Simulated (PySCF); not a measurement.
## Electron correlation in Br⁺ (bromine, charge +1)

[Ar] 3d10 4s1 4p4 5s1, high-spin 5P determinant (an excited configuration). All numbers are calculated (PySCF 2.14, the spin-free X2C one-electron Hamiltonian (Gaussian nucleus), in aug-cc-pVDZ-DK (6s5p3d, 36 functions)). Frozen: [Ar] 3d10; 6 electrons correlated.

```csv
level,correlation energy (mhartree)
CCSD,-109.22
(T),-4.44
CCSD(T),-113.66
```

Diagnostics: T1 = 0.017, D1 = 0.0529, largest double amplitude 0.197.

The outer electron is Rydberg-like, and this basis confines it to a smaller radius and binds it less than a complete one would. A double-excitation amplitude exceeds 0.15, a sign of near-degeneracy.

Cost of the coupled-cluster step: roughly 0.4 core-seconds, for 6 correlated electrons.

Iterations:

```
CC2 = 0
CCSD nocc = (np.int64(5), np.int64(1)), nmo = (22, 22)
frozen orbitals [[0, 1, 2, 3, 4, 5, 6, 7, 8, 9, 10, 11, 12, 13], [0, 1, 2, 3, 4, 5, 6, 7, 8, 9, 10, 11, 12, 13]]
max_cycle = 100
direct = 0
conv_tol = 1e-08
conv_tol_normt = 1e-06
diis_space = 8
diis_start_cycle = 0
Init t2, MP2 energy = -0.0811698524176437
Init E_corr(UCCSD) = -0.0811698524198501
cycle = 1  E_corr(UCCSD) = -0.112945733787167  dE = -0.0317758814  norm(t1,t2) = 0.565371
cycle = 2  E_corr(UCCSD) = -0.160290351964521  dE = -0.0473446182  norm(t1,t2) = 1.62818
cycle = 3  E_corr(UCCSD) = -0.0929074702209657  dE = 0.0673828817  norm(t1,t2) = 4.12204
cycle = 4  E_corr(UCCSD) = -0.103480911446927  dE = -0.0105734412  norm(t1,t2) = 0.569025
cycle = 5  E_corr(UCCSD) = -0.110024227251329  dE = -0.0065433158  norm(t1,t2) = 0.163197
cycle = 6  E_corr(UCCSD) = -0.10888136847993  dE = 0.00114285877  norm(t1,t2) = 0.158838
cycle = 7  E_corr(UCCSD) = -0.10912974246843  dE = -0.000248373988  norm(t1,t2) = 0.0156287
cycle = 8  E_corr(UCCSD) = -0.109064711555841  dE = 6.50309126e-05  norm(t1,t2) = 0.0298882
cycle = 9  E_corr(UCCSD) = -0.109215517920121  dE = -0.000150806364  norm(t1,t2) = 0.0112942
cycle = 10  E_corr(UCCSD) = -0.109191130813087  dE = 2.4387107e-05  norm(t1,t2) = 0.000868767
cycle = 11  E_corr(UCCSD) = -0.109221004803475  dE = -2.98739904e-05  norm(t1,t2) = 0.00190639
cycle = 12  E_corr(UCCSD) = -0.10921982150316  dE = 1.18330032e-06  norm(t1,t2) = 0.000164922
cycle = 13  E_corr(UCCSD) = -0.109219224703561  dE = 5.96799599e-07  norm(t1,t2) = 8.89231e-05
cycle = 14  E_corr(UCCSD) = -0.109219706110578  dE = -4.81407017e-07  norm(t1,t2) = 0.00015362
cycle = 15  E_corr(UCCSD) = -0.109217817485999  dE = 1.88862458e-06  norm(t1,t2) = 4.30492e-05
cycle = 16  E_corr(UCCSD) = -0.1092177743367  dE = 4.31492987e-08  norm(t1,t2) = 1.9348e-05
cycle = 17  E_corr(UCCSD) = -0.109217525219543  dE = 2.49117157e-07  norm(t1,t2) = 3.60443e-05
cycle = 18  E_corr(UCCSD) = -0.109217839103072  dE = -3.13883529e-07  norm(t1,t2) = 1.10619e-05
cycle = 19  E_corr(UCCSD) = -0.109217835727918  dE = 3.37515392e-09  norm(t1,t2) = 6.20433e-06
cycle = 20  E_corr(UCCSD) = -0.109217807800818  dE = 2.79270996e-08  norm(t1,t2) = 7.80351e-06
cycle = 21  E_corr(UCCSD) = -0.109217905597752  dE = -9.77969334e-08  norm(t1,t2) = 1.1352e-05
cycle = 22  E_corr(UCCSD) = -0.109217903575123  dE = 2.02262848e-09  norm(t1,t2) = 4.69544e-06
cycle = 23  E_corr(UCCSD) = -0.109217861145713  dE = 4.24294101e-08  norm(t1,t2) = 3.82615e-06
cycle = 24  E_corr(UCCSD) = -0.109217881707628  dE = -2.05619149e-08  norm(t1,t2) = 6.22082e-06
cycle = 25  E_corr(UCCSD) = -0.109217738209091  dE = 1.43498537e-07  norm(t1,t2) = 1.25243e-06
cycle = 26  E_corr(UCCSD) = -0.109217740298224  dE = -2.08913326e-09  norm(t1,t2) = 8.52462e-07
UCCSD converged
E(UCCSD) = -2603.134109752937  E_corr = -0.109217740298224
UCCSD(T) correction = -0.00443585499040082
```
